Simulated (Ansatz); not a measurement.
One change: `[F][In]([F])[Cl]` becomes `C[Se][In]([F])[F]`.

Ansatz, PBE0-D4/def2-TZVP geometries, multiplicity 1. Each molecule was computed in one conformer, which needn't be the lowest.

Elements past krypton have def2 core potentials. Scalar relativity is left out up to krypton.

| property | `[F][In]([F])[Cl]` |
| --- | --- |
| HOMO–LUMO gap (PBE/def2-TZVPP) / eV | 4.32 |
| size of the dipole moment (ωB97M-V/def2-TZVPP) / D | 1.19 |
| LUMO energy (PBE/def2-TZVPP) / eV | -4.10 |
| LUMO energy (B3LYP/def2-TZVPP) / eV | -3.55 |
| HOMO energy (ωB97M-V/def2-TZVPP) / eV | -12.20 |
| LUMO energy (ωB97M-V/def2-TZVPP) / eV | -1.16 |

Problem. What does the change do to each property? (Estimate.)

Solution. The calculation gave: 
| property | `C[Se][In]([F])[F]` | shift |
| --- | --- | --- |
| HOMO–LUMO gap (PBE/def2-TZVPP) / eV | 3.10 | -1.22 |
| size of the dipole moment (ωB97M-V/def2-TZVPP) / D | 3.87 | 2.68 |
| LUMO energy (PBE/def2-TZVPP) / eV | -3.30 | 0.80 |
| LUMO energy (B3LYP/def2-TZVPP) / eV | -2.78 | 0.77 |
| HOMO energy (ωB97M-V/def2-TZVPP) / eV | -9.70 | 2.50 |
| LUMO energy (ωB97M-V/def2-TZVPP) / eV | -0.57 | 0.59 |

With PBE0 the HOMO rises by 2.34 eV and the LUMO rises by 0.73 eV, so the gap narrows by about 1.61 eV. PBE moves the HOMO by 2.01 eV and ωB97M-V by 2.50 eV. The zero-point energy changes by 97.0 kJ/mol with +12 modes. Dipoles are sizes alone; their direction can turn.

B3LYP here is the variant with VWN-RPA as its local correlation; programs differ in this.
